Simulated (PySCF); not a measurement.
PySCF job for CF, SMILES [C]F (connectivity only; charge and spin as stated), charge +1, multiplicity 1, PBE0-D3(BJ)/def2-TZVPD. Geometry: PBE0-D3(BJ)/def2-TZVPD.

```python
import numpy as np
from pyscf import gto, scf, dft, df
from pyscf.hessian import thermo

mol = gto.M(
    atom='''
    C     0.00000000    0.00000000   -0.69177940
    F     0.00000000    0.00000000    0.46118627
    ''',
    basis='def2-TZVPD',
    charge=1,
    spin=0,
    max_memory=1600,
    verbose=3,
)
mf = dft.RKS(mol, xc='pbe0').density_fit(auxbasis='def2-universal-jkfit')
mf.disp = 'd3bj'
mf.grids.level = 3
mf.conv_tol = 1e-11
mf.max_cycle = 100
mf.kernel()

# [left out here: the lines that compute and print the analytic Hessian (its translational invariance restored by hand, since the grid's response is missing), thermochemistry and intensities]
```

Output:

```
converged SCF energy = -137.352801257915

WARN: DFTD3 does not support analytical Hessian, using finite difference


WARN: Mole.unit (angstrom) is changed to Bohr

Mode                                 0
Irrep
Freq [cm^-1]                     1814.5079
Reduced mass [au]                  14.0063
Force const [Dyne/A]               27.1701
Char temp [K]                    2610.6729
Normal mode                   x     y     z
       0   C                 0.00  0.00 -0.23
       1   F                 0.00  0.00  0.14
temperature 298.1500 [K]
pressure 101325.00 [Pa]
Rotational constants [GHz] inf 51.66323 51.66323
Symmetry number 1
Zero-point energy (ZPE) 0.00413 [Eh]   10853.168 [J/mol]
                           tot       elec      trans        rot        vib
Entropy [J/mol/K]       199.727      0.000    151.577     48.137      0.013
Cv [J/mol/K]             20.887      0.000     12.472      8.314      0.100
Cp [J/mol/K]             29.201      0.000     20.786      8.314      0.100
Internal energy [J/mol]                      3718.434   2478.956  10856.586
Internal energy [Eh]   -137.34631  -137.35280
Enthalpy [J/mol]                             6197.391   2478.956  10856.586
Enthalpy [Eh]          -137.34536
Gibbs free energy [J/mol]                  -38995.360 -11873.114  10852.777
Gibbs free energy [Eh] -137.36804
mode   freq/cm-1   IR/(km/mol)
   1     1814.51       209.457
max |gradient| / (hartree/bohr): 6.281818274382465e-05
APT charges: [0.9277 0.0723]
```

The run converged.

Cost: very roughly 8 core-seconds.
